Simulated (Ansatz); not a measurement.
Consider the hydrogenolysis of the In–O bond: `[SiH3][O][InH][Cl]` + H₂ → `[Cl][InH2]` + silanol.

Computed with Ansatz on PBE0-D4/def2-TZVP structures; ΔE is electronic, products minus reactants. CCSD(T)/CBS is the MP2 limit (def2-TZVPP, def2-QZVPP) plus CCSD(T) − MP2 in def2-TZVPP, frozen cores. This one scheme is used for every species. Functionals use def2-TZVPP. B3LYP here is the variant with VWN-RPA as its local correlation; programs differ in this. HSE06 is defined as in plane-wave codes. Elements past krypton have def2 core potentials. For In outer-core shells are correlated without core-valence functions, which leaves a few kJ/mol of doubt a bond. One conformer a species, not always the lowest.

```tsv
level	ΔE (kJ/mol)	difference from CCSD(T)/CBS
LDA (SPW92)	14.5	-23.1
PBE-D4	25.8	-11.8
revPBE-D4	29.2	-8.4
BLYP-D4	34.7	-2.9
r2SCAN-D4	31.0	-6.6
B97M-V	22.3	-15.3
PBE0-D4	20.5	-17.1
B3LYP-D4	29.0	-8.6
r2SCANh-D4	28.2	-9.4
r2SCAN0-D4	24.4	-13.2
HSE06-D4	20.5	-17.1
BHLYP-D4	27.1	-10.5
CAM-B3LYP-D4	25.4	-12.2
ωB97M-V	24.9	-12.7
B2PLYP	28.6	-9.0
PBE-QIDH	24.7	-12.9
PBE	19.4	-18.2
revPBE	18.5	-19.1
BLYP	22.6	-15.0
r2SCAN	29.3	-8.3
PBE0	14.7	-22.9
B3LYP	18.7	-18.9
r2SCANh	26.3	-11.3
r2SCAN0	22.2	-15.4
HSE06	14.7	-22.9
BHLYP	16.3	-21.3
CAM-B3LYP	19.0	-18.6
LC-ωPBE	19.1	-18.5
RPA@PBE/def2-TZVPP	31.1	-6.5
HF/def2-SVP	11.0	-26.6
MP2/def2-SVP	42.5	4.9
CCSD/def2-SVP	29.7	-7.9
CCSD(T)/def2-SVP	33.6	-4.0
HF/def2-TZVPP	12.8	-24.8
SCS-MP2/def2-TZVPP	36.0	-1.6
HF/def2-QZVPP	14.5	-23.1
MP2/def2-QZVPP	43.3	5.7
HF/CBS(def2)	14.7	-22.9
MP2/CBS(def2)	45.4	7.8
CCSD/CBS(def2)	31.9	-5.7
CCSD(T)/CBS	37.6	0
```

Largest T1 diagnostic among the species: 0.014.

The D4 term adds +10.3 kJ/mol with B3LYP and +5.9 kJ/mol with PBE0; it sums over pairs of atoms, weighted by their polarisabilities, and B3LYP, whose exchange is more repulsive, gets the larger term. Leaving LDA and LC-ωPBE aside and taking each functional with its dispersion term where it has one, the values spread over 14.3 kJ/mol, from HSE06-D4 to BLYP-D4. LDA lies −4.9 kJ/mol from PBE without D4. In def2-TZVPP, CCSD(T) changes the Hartree–Fock value by +18.6 kJ/mol (the triples alone add +5.7 kJ/mol) and MP2 by +26.4 kJ/mol.

CCSD(T)/CBS has its own doubt, a few kJ/mol and more with outer-core shells, so smaller differences from it don't rank the levels.
